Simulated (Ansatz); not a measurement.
Reaction: Br2 (molecular bromine, SMILES BrBr) → Br2+ (parent SMILES BrBr, doublet) + e-
Each species at its own B3LYP-D3(BJ)/def2-TZVP minimum (Ansatz, an electronic-structure program).

Total energies in hartree (Ansatz). UHF or UKS for unpaired electrons; spin-orbit terms are left out. Cores are frozen in correlated methods (noble-gas shells, and filled d and f shells in the p block). No relativity. Spin-orbit terms, left out, reach several kcal/mol for Br and I, and more for heavier atoms. The determinant of Br2+ (parent SMILES BrBr, doublet) is a saddle point of the SCF energy; a lower one exists, which strains HF and MP2. The spin of Br2+ (parent SMILES BrBr, doublet) was assumed, and the state is the lowest solution found for it.

| species | HF/cc-pVTZ | CCSD(T)/cc-pVTZ | HF/cc-pVQZ | CCSD(T)/cc-pVQZ | CCSDT(Q)/cc-pVQZ |
|---|---|---|---|---|---|
| 1: Br2 (molecular bromine, SMILES BrBr) | -5144.91462 | -5145.27918 | -5144.92097 | -5145.32311 | -5145.32494 |
| 2: Br2+ (parent SMILES BrBr, doublet) | -5144.54251 | -5144.89346 | -5144.54965 | -5144.93271 | -5144.93508 |

Question: Work out the adiabatic ionisation energy (electronic) in eV: take Hartree-Fock from cc-pVQZ, extrapolate the CCSD(T) correlation energy as X^-3 (X = 3, 4), and add CCSDT(Q) - CCSD(T) in cc-pVQZ. 1 hartree = 27.211 eV.

Answer: 
Species 1: correlation (64·(-0.40214) - 27·(-0.36456))/37 = -0.42956; step -0.00183; E1 = -5144.92097 + (-0.42956) + (-0.00183) = -5145.35236
Species 2: correlation (64·(-0.38306) - 27·(-0.35095))/37 = -0.40649; step -0.00237; E2 = -5144.54965 + (-0.40649) + (-0.00237) = -5144.95851
-1·E1 +1·E2 = 0.39385 hartree = 10.72 eV.
